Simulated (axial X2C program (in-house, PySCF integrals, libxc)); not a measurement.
## Which molecule has these constants?

Computed with an axial X2C code built on PySCF integrals, spin-free (one-electron X2C) or two-component (2c: spin–orbit coupling with atomic mean-field Coulomb and Gaunt terms, which also bring small scalar terms), in Dyall basis sets with cores contracted in-house; open shells are unrestricted.

A two-component CCSD(T) calculation in a Dyall 3-zeta basis gave Re = 2.938 Å, ωe = 159.5 cm⁻¹, De = 1.63 eV, Ω = 0.

Question: Which molecule is it?
A. SrCl⁻
B. SrI⁻
C. SrBr⁻
D. SrF⁻

Answer: C. The others have SrI⁻ 3.226 Å and 120.6 cm⁻¹ (Ω = 0); SrCl⁻ 2.751 Å and 230.4 cm⁻¹ (Ω = 0); SrF⁻ 2.184 Å and 416.4 cm⁻¹ (Ω = 0).

Frozen shells (counts by l): SrBr⁻ Sr 4s3p1d, Br 3s2p1d, 10 electrons correlated; SrI⁻ I 4s3p2d, Sr 4s3p1d, 10 electrons correlated; SrCl⁻ Sr 4s3p1d, Cl 2s1p, 10 electrons correlated; SrF⁻ Sr 4s3p1d, F 1s, 10 electrons correlated. Coupled cluster in natural virtuals with an MP2 remainder. Where the outer core of a metal is frozen, bonds come out longer and ionisation energies lower.

Each entry is the lowest single determinant of a limited PBE0 search at one distance. De goes to single-determinant-based atoms at the same level (for ions the charge split of lowest energy) and is withheld (n/a) where an atom does not fit its ground term or J level. Main or longest-lived isotopes.
